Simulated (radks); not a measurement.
Computed order of ionisation of vanadium. At each step one electron was removed from each of the four highest sub-shells of the ion before, moves of one valence electron (up to charge 6) and the configuration listed by NIST were tried, and the lowest configuration was kept. All-electron calculation, scalar-relativistic Kohn-Sham, BLYP, spin-polarised, spherical densities, finite nucleus; Fermi nuclear charge, rms radius of each element as measured or else 0.836 A^(1/3) + 0.57 fm. Program: a radial shooting solver on a logarithmic mesh with Libxc functionals. Open shells are filled with parallel spins first.

species	lowest configuration found	NIST configuration	margin to the next tried (eV)	IE (eV)	NIST IE (eV)	kind
V	[Ar] 3d4 4s1	[Ar] 3d3 4s2 lies 0.703 eV higher	0.703	6.947	6.746	exp.
V+	[Ar] 3d4	same	0.843	15.667	14.63	exp.
V2+	[Ar] 3d3	same	5.369	29.785	29.311	exp.
V3+	[Ar] 3d2	same	11.196	46.574	46.709	exp.
V4+	[Ar] 3d1	same	17.993	65.500	65.282	exp.
V5+	[Ar]	same	40.226	128.18	128.13	exp.
V6+	[Ne] 3s2 3p5	same	27.451	150.47	150.7	semi-emp.
V7+	[Ne] 3s2 3p4	same	27.685	173.26	173.6	semi-emp.
V8+	[Ne] 3s2 3p3	same	27.844	204.29	206.0	semi-emp.
V9+	[Ne] 3s2 3p2	same	19.913	229.72	230.5	semi-emp.
V10+	[Ne] 3s2 3p1	same	21.661	255.34	254.8	semi-emp.
V11+	[Ne] 3s2	same	24.064	308.31	308.5	semi-emp.
V12+	[Ne] 3s1	same	512.57	338.42	336.27	semi-emp.
V13+	[Ne]	same	520.27	898.66	896.0	exp.

Reference values: NIST Atomic Spectra Database (exp. = measured, semi-emp. = semi-empirical, theory = theoretical value adopted there). Open shells are spherical and high-spin; term and fine-structure splittings are not resolved.
